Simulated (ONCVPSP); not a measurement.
## What one change does to a pseudopotential (nickel, ONCV)

* Element: nickel (Ni)
* Generator: ONCVPSP 4.0.1
* Type: optimised norm-conserving Vanderbilt (ONCV)
* Functional: PBEsol
* Relativity: scalar-relativistic
* Frozen core: [Ne]
* Valence charge: 18
* Reference configuration: 3s2 3p6 3d8 4s2
* Partial waves: 3s+4s: rc 1.10 bohr, ncon 5, nbas 8, qcut 13.6 1/bohr, 2 projectors; 3p: rc 0.40 bohr, ncon 3, nbas 6, qcut 20.6 1/bohr, 3 projectors, debl 3.7 Ha; 3d: rc 1.05 bohr, ncon 5, nbas 9, qcut 16.4 1/bohr, 2 projectors, debl 3.8 Ha
* Local potential: polynomial inside 0.30 bohr (lpopt 5, dvloc0 0 Ha)
* Core correction: Teter function, parameters optimised by the program

All-electron outer shells of the reference configuration (PBEsol, scalar-relativistic, ld1.x):

| shell | level (eV) | outermost node (bohr) | outermost maximum (bohr) |
| --- | --- | --- | --- |
| 2p | -844.17 | – | 0.16 |
| 3s | -110.78 | 0.30 | 0.64 |
| 3p | -71.25 | 0.27 | 0.65 |
| 3d | -8.90 | – | 0.63 |
| 4s | -5.66 | 0.92 | 2.24 |

Change: d: rc 1.54.

Cutoffs: the cutoffs (Ha) at which the residual kinetic energy of the hardest occupied pseudo-wave falls to 1 and 0.1 mHa per electron; they do not see the model core or the augmentation charge, which bear on the density cutoff. Errors are all-electron minus pseudo energies relative to the spin-unpolarised reference configuration.

What does the change do?

Both files keep a bound ghost (p, s); of the 4 tests that both files solve, the error grows in 4 and shrinks in 0 by more than 15 % and 0.3 meV (median size 0.9 → 2.4 meV). More of the atom is replaced by a form fitted at one configuration, so other configurations suffer.

| quantity | base | changed |
| --- | --- | --- |
| bound ghosts | s, p | s, p |
| GHOST(+) flags under 300 eV | none | none |
| error for 3s2 3p6 3d8 4s1, meV [ΔE 9.34 eV] | -0.3 | -0.7 |
| error for 3s2 3p6 3d8 4s0, meV [ΔE 26.60 eV] | +0.1 | -2.3 |
| error for 3s2 3p6 3d7 4s0, meV [ΔE 64.04 eV] | -4.2 | -10.0 |
| error for 3s2 3p6 3d8 4s0 4p1, meV [ΔE 15.05 eV] | -1.4 | -2.5 |
| s: phases at 1.12 bohr within 0.05 rad from the reference energy up to (Ha; the scan ends near 5) | to the end of the scan | to the end of the scan |
| p: phases at 0.41 bohr within 0.05 rad from the reference energy up to (Ha; the scan ends near 5) | to the end of the scan | to the end of the scan |
| rms error of d²Exc/dni dnj with the model core, mHa | 0.87 | 0.96 |

 A true bound ghost makes a file unfit for plane-wave use even where its test errors are small: the radial tests pick states by their node count and pass the ghost by.
